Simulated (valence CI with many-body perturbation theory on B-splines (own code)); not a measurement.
## Sn⁴²⁺: electric-dipole lines

Computed by valence CI with perturbative core correlation (CI+MBPT): six valence electrons over a frozen Dirac-Fock core [He], radial functions for each j: 9 s, 9 p, 8 d, 6 f, 3 g, 1 h, with the one-electron correlation potential Σ1, the two-electron term Σ2, the three-electron term Σ3, Breit, model QED; selected CI, second order for the rest, scaled by the run's own slope (own B-spline code, finite nucleus).

No measured spectrum was set against this ion. As an estimate, large intervals hold to a few tenths of a per cent, small ones and those within an open d or f shell to about a per cent. Among the levels kept, up to 2200 cm⁻¹ of a level comes from second order outside the variational space, and about a tenth of that is noise between levels of different J, which matters for small intervals.

Lines 1 to 50 of 240 in falling wavelength, among levels below 4265.7 eV, chosen from the strongest by gf and those to the six lowest levels. Wavelengths and rates use the calculated energies. Electric multipoles are in the length gauge with retardation, E1 and E2 with the static RPA response of the core. Weak lines are less certain than strong ones. Lines between different terms over intervals too small for the method are left out, as are lines whose strength nearly cancels. The highest levels of a list are the least certain.

Levels are named by their leading jj configuration (3d3/2^4 stands for four electrons in 3d with j = 3/2), which in mixed levels can hold well under half, so a name can repeat and another be missing. Letters in brackets count levels of one name in rising energy.

```
λ vac (Å)                               Upper                               Lower   A (s⁻¹)  S (a.u.)
    703.7            (2s 2p1/2^2 2p3/2^3) J=1                  (2s^2 2p3/2^4) J=0  5.73e+05  2.96e-04
    195.9  (2s^2 2p1/2 2p3/2^2 3p1/2) J=1 [b]     (2s^2 2p1/2 2p3/2^2 3s) J=1 [b]  3.70e+09  4.12e-02
    195.7      (2s^2 2p1/2 2p3/2^2 3p1/2) J=3     (2s^2 2p1/2 2p3/2^2 3s) J=2 [b]  3.03e+09  7.85e-02
    193.0      (2s^2 2p1/2^2 2p3/2 3p1/2) J=2         (2s^2 2p1/2^2 2p3/2 3s) J=1  2.92e+09  5.18e-02
    186.4  (2s^2 2p1/2 2p3/2^2 3p1/2) J=1 [b]         (2s^2 2p1/2 2p3/2^2 3s) J=0  2.31e+09  2.22e-02
    185.2  (2s^2 2p1/2 2p3/2^2 3p1/2) J=2 [a]     (2s^2 2p1/2 2p3/2^2 3s) J=1 [a]  2.76e+09  4.32e-02
    183.0  (2s^2 2p1/2 2p3/2^2 3p1/2) J=1 [a]     (2s^2 2p1/2 2p3/2^2 3s) J=2 [a]  5.99e+09  5.43e-02
    181.1               (2s^2 2p3/2^3 3s) J=2         (2s 2p1/2^2 2p3/2^2 3s) J=3  1.75e+09  2.56e-02
    180.8      (2s^2 2p1/2^2 2p3/2 3p1/2) J=1         (2s^2 2p1/2^2 2p3/2 3s) J=2  6.35e+09  5.55e-02
    176.1      (2s^2 2p1/2^2 2p3/2 3p1/2) J=2         (2s^2 2p1/2^2 2p3/2 3s) J=2  4.84e+09  6.53e-02
    174.8      (2s 2p1/2^2 2p3/2^2 3p1/2) J=2         (2s 2p1/2^2 2p3/2^2 3s) J=3  5.28e+09  6.97e-02
    173.8      (2s^2 2p1/2 2p3/2^2 3p1/2) J=3         (2s^2 2p1/2 2p3/2^2 3s) J=3  3.41e+09  6.19e-02
    166.3  (2s^2 2p1/2 2p3/2^2 3p1/2) J=2 [a]     (2s^2 2p1/2 2p3/2^2 3s) J=2 [a]  4.42e+09  5.01e-02
    155.5      (2s^2 2p1/2 2p3/2^2 3d3/2) J=4      (2s^2 2p1/2 2p3/2^2 3p3/2) J=4  1.71e+09  2.86e-02
    154.1      (2s^2 2p1/2^2 2p3/2 3d3/2) J=3      (2s^2 2p1/2^2 2p3/2 3p3/2) J=3  2.45e+09  3.10e-02
    147.7  (2s^2 2p1/2 2p3/2^2 3p1/2) J=2 [b]     (2s^2 2p1/2 2p3/2^2 3s) J=2 [b]  2.78e+09  2.21e-02
    144.5      (2s^2 2p1/2 2p3/2^2 3d5/2) J=2  (2s^2 2p1/2 2p3/2^2 3p3/2) J=1 [b]  3.53e+09  2.63e-02
    144.1      (2s^2 2p1/2^2 2p3/2 3d5/2) J=2      (2s^2 2p1/2^2 2p3/2 3p3/2) J=2  4.63e+09  3.42e-02
    142.7      (2s^2 2p1/2^2 2p3/2 3d5/2) J=1      (2s^2 2p1/2^2 2p3/2 3p3/2) J=0  6.76e+09  2.91e-02
    142.2  (2s^2 2p1/2 2p3/2^2 3d3/2) J=3 [a]  (2s^2 2p1/2 2p3/2^2 3p3/2) J=3 [a]  2.36e+09  2.35e-02
    141.4         (2s^2 2p1/2 2p3/2^2 3s) J=3      (2s^2 2p1/2^2 2p3/2 3p3/2) J=2  1.89e+09  1.85e-02
    134.9  (2s^2 2p1/2 2p3/2^2 3p1/2) J=2 [b]         (2s^2 2p1/2 2p3/2^2 3s) J=3  1.10e+10  6.68e-02
    134.8  (2s^2 2p1/2 2p3/2^2 3d5/2) J=3 [b]  (2s^2 2p1/2 2p3/2^2 3p3/2) J=2 [b]  9.67e+09  8.18e-02
    133.6  (2s^2 2p1/2 2p3/2^2 3d5/2) J=1 [a]  (2s^2 2p1/2 2p3/2^2 3p3/2) J=1 [a]  6.96e+09  2.46e-02
    132.0  (2s^2 2p1/2 2p3/2^2 3d5/2) J=1 [b]  (2s^2 2p1/2 2p3/2^2 3p3/2) J=1 [b]  4.69e+09  1.60e-02
    131.6  (2s^2 2p1/2 2p3/2^2 3d5/2) J=4 [b]      (2s^2 2p1/2 2p3/2^2 3p3/2) J=4  3.52e+09  3.56e-02
    130.4      (2s^2 2p1/2 2p3/2^2 3p1/2) J=0     (2s^2 2p1/2 2p3/2^2 3s) J=1 [b]  1.61e+10  1.77e-02
    129.7      (2s^2 2p1/2^2 2p3/2 3d5/2) J=4      (2s^2 2p1/2^2 2p3/2 3p3/2) J=3  1.88e+10  1.82e-01
    129.4      (2s^2 2p1/2 2p3/2^2 3d5/2) J=5      (2s^2 2p1/2 2p3/2^2 3p3/2) J=4  1.88e+10  2.21e-01
    129.1  (2s^2 2p1/2 2p3/2^2 3d5/2) J=3 [a]  (2s^2 2p1/2 2p3/2^2 3p3/2) J=2 [a]  1.46e+10  1.09e-01
    129.1  (2s^2 2p1/2 2p3/2^2 3d5/2) J=4 [b]  (2s^2 2p1/2 2p3/2^2 3p3/2) J=3 [b]  1.47e+10  1.41e-01
    128.6  (2s^2 2p1/2 2p3/2^2 3d5/2) J=4 [a]  (2s^2 2p1/2 2p3/2^2 3p3/2) J=3 [a]  1.81e+10  1.71e-01
    126.9  (2s^2 2p1/2 2p3/2^2 3d5/2) J=3 [a]  (2s^2 2p1/2 2p3/2^2 3p3/2) J=3 [a]  2.45e+09  1.73e-02
    124.0      (2s^2 2p1/2^2 2p3/2 3d5/2) J=3      (2s^2 2p1/2^2 2p3/2 3p3/2) J=2  1.56e+10  1.03e-01
    120.8      (2s^2 2p1/2^2 2p3/2 3d5/2) J=2      (2s^2 2p1/2^2 2p3/2 3p3/2) J=1  1.23e+10  5.33e-02
    104.7  (2s^2 2p1/2 2p3/2^2 3d5/2) J=3 [b]  (2s^2 2p1/2 2p3/2^2 3p3/2) J=3 [b]  9.42e+09  3.74e-02
    104.2      (2s^2 2p1/2^2 2p3/2 3d5/2) J=1      (2s^2 2p1/2^2 2p3/2 3p3/2) J=1  1.53e+10  2.57e-02
    103.4      (2s^2 2p1/2 2p3/2^2 3d5/2) J=2  (2s^2 2p1/2 2p3/2^2 3p3/2) J=2 [a]  4.98e+09  1.36e-02
    99.58  (2s^2 2p1/2 2p3/2^2 3p3/2) J=3 [b]      (2s^2 2p1/2^2 2p3/2 3d5/2) J=3  4.52e+09  1.54e-02
    99.26  (2s^2 2p1/2 2p3/2^2 3p3/2) J=1 [a]     (2s^2 2p1/2 2p3/2^2 3s) J=2 [b]  2.37e+10  3.43e-02
    98.15      (2s^2 2p1/2 2p3/2^2 3p3/2) J=4      (2s^2 2p1/2^2 2p3/2 3d5/2) J=3  1.13e+10  4.75e-02
    97.77      (2s^2 2p1/2 2p3/2^2 3p3/2) J=0     (2s^2 2p1/2 2p3/2^2 3s) J=1 [a]  3.49e+10  1.61e-02
    96.22  (2s^2 2p1/2 2p3/2^2 3p3/2) J=3 [b]     (2s^2 2p1/2 2p3/2^2 3s) J=2 [b]  2.52e+10  7.75e-02
    96.02  (2s^2 2p1/2 2p3/2^2 3p3/2) J=2 [a]     (2s^2 2p1/2 2p3/2^2 3s) J=1 [a]  2.54e+10  5.56e-02
    95.57  (2s^2 2p1/2 2p3/2^2 3p3/2) J=2 [b]     (2s^2 2p1/2 2p3/2^2 3s) J=1 [b]  1.19e+10  2.56e-02
    95.08      (2s^2 2p1/2^2 2p3/2 3p3/2) J=1         (2s^2 2p1/2^2 2p3/2 3s) J=1  4.39e+10  5.58e-02
    93.11  (2s^2 2p1/2 2p3/2^2 3d3/2) J=2 [b]  (2s^2 2p1/2 2p3/2^2 3p1/2) J=2 [b]  1.87e+10  3.73e-02
    93.02  (2s^2 2p1/2 2p3/2^2 3d3/2) J=3 [a]      (2s^2 2p1/2 2p3/2^2 3p1/2) J=3  4.61e+09  1.28e-02
    92.68  (2s^2 2p1/2 2p3/2^2 3d5/2) J=1 [a]  (2s^2 2p1/2 2p3/2^2 3p1/2) J=2 [b]  9.05e+09  1.07e-02
    92.53  (2s^2 2p1/2 2p3/2^2 3d3/2) J=3 [b]  (2s^2 2p1/2 2p3/2^2 3p1/2) J=2 [b]  1.70e+10  4.64e-02
```
